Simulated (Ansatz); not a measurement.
Two isomers of C2H5BF2: A = `FCBCF`, B = `CCB(F)F`.

Calculated with Ansatz (gas phase, PBE0-D4/def2-TZVP geometries, no zero-point term in ΔE). CBS: MP2 limit from def2 TZ/QZ plus the TZ coupled-cluster correction, frozen cores. DFT in def2-TZVPP. B3LYP here is the variant with VWN-RPA as its local correlation; programs differ in this. One conformer a species, not always the lowest.

Task: Which isomer does CCSD(T)/CBS put lower? Give the gap. (Estimate.)

Result: The calculation gave: B, by 453.8 kJ/mol.

Task: Give E(B) − E(A) in kJ/mol with r2SCAN-D4, BLYP-D4, B3LYP-D4, MP2/def2-TZVPP, CCSD/def2-TZVPP, B2PLYP, CCSD(T)/def2-SVP. (Estimate.)

Result: Computed: r2SCAN-D4 -446.1, BLYP-D4 -427.3, B3LYP-D4 -436.9, MP2/def2-TZVPP -471.0, CCSD/def2-TZVPP -455.4, B2PLYP -448.9, CCSD(T)/def2-SVP -475.5. None reverses the order clearly.

Task: Does the order hold for the free energy at 298.15 K (harmonic terms from PBE0-D4)? (An estimate is asked.)

Result: The calculation gave: Yes: G(B) − G(A) = -444.8 kJ/mol, for one conformer each. Modes under 60 cm⁻¹, often nearly free rotors, make the harmonic entropy too high.

Largest T1 diagnostic: 0.011.

From BLYP to BHLYP (50 % exact exchange), in def2-TZVPP and without D4, E(B) − E(A) moves by −21.1 kJ/mol. In def2-TZVPP, CCSD(T) changes the Hartree–Fock value by −7.2 kJ/mol (the triples alone add −0.4 kJ/mol) and MP2 by −22.4 kJ/mol.
